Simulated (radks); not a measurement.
Values are calculated unless marked as measured or tabulated.
Question: Neutral copper, [Ar] 3d10 4s1. Code: a radial shooting solver on a logarithmic mesh with Libxc functionals. Model: non-relativistic Kohn-Sham, PBE, spin-polarised, spherical densities, point nucleus. Every spin shell is full or empty, so the densities are truly spherical. Functionals are evaluated on that one density, not self-consistently. Rank these exchange functionals by their error against the exact value of the orbitals, and give that value: LDA, B88, PBEsol, revPBE, PW91, WC, AM05, SOGGA, APBE, TPSS, Tao-Mo, TASK, MVS.

Answer: Exact: -65.5486 hartree. From best to worst, with 100 (|E| - |E exact|)/|E exact| (equal figures are ties): Tao-Mo -0.11, revPBE +0.29, MVS +0.32, TPSS +0.47, PW91 +0.50, B88 +0.55, WC -0.60, APBE +0.98, PBEsol -2.27, SOGGA -2.29, TASK -2.40, AM05 -5.07, LDA -5.62.
